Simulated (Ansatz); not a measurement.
One change: `[F][Ag]` becomes `[F][Au]`.

Ansatz, PBE0-D4/def2-TZVP geometries, multiplicity 1. 

Elements past krypton have def2 core potentials.

| property | `[F][Ag]` |
| --- | --- |
| LUMO energy (ωB97M-V/def2-TZVPP) / eV | -1.48 |
| size of the dipole moment (ωB97M-V/def2-TZVPP) / D | 5.97 |
| zero-point energy (PBE0-D4/def2-TZVP) / kJ/mol | 3.0 |
| LUMO energy (PBE0/def2-TZVPP) / eV | -3.19 |
| LUMO energy (B3LYP/def2-TZVPP) / eV | -3.64 |
| HOMO energy (ωB97M-V/def2-TZVPP) / eV | -10.34 |

(1) What does the change do to each property? (An estimate is asked.)

Results:

(1) Computed: 
```
                                          property  `[F][Au]`  shift
             LUMO energy (ωB97M-V/def2-TZVPP) / eV      -1.94  -0.46
size of the dipole moment (ωB97M-V/def2-TZVPP) / D       4.64  -1.33
    zero-point energy (PBE0-D4/def2-TZVP) / kJ/mol        3.2    0.2
                LUMO energy (PBE0/def2-TZVPP) / eV      -3.96  -0.77
               LUMO energy (B3LYP/def2-TZVPP) / eV      -4.38  -0.74
             HOMO energy (ωB97M-V/def2-TZVPP) / eV     -10.63  -0.29
```

With PBE0 the HOMO falls by 0.36 eV and the LUMO falls by 0.77 eV, so the gap narrows by about 0.41 eV. PBE moves the HOMO by -0.57 eV and ωB97M-V by -0.29 eV. Dipoles are sizes alone; their direction can turn.

B3LYP here is the variant with VWN-RPA as its local correlation; programs differ in this.
